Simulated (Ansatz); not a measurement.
Harmonic frequencies (cm⁻¹) at PBE0-D4/def2-TZVP from Ansatz: 68, 107, 114, 237, 256, 373, 603, 706, 2707.

Each molecule was computed in one conformer, which needn't be the lowest.

Which molecule is it?
A. `[Br][InH][Br]`
B. `O=C=[N][InH][Cl]`
C. `[NH2][InH2]`
D. `[F][In]([SH])[Br]`

D.
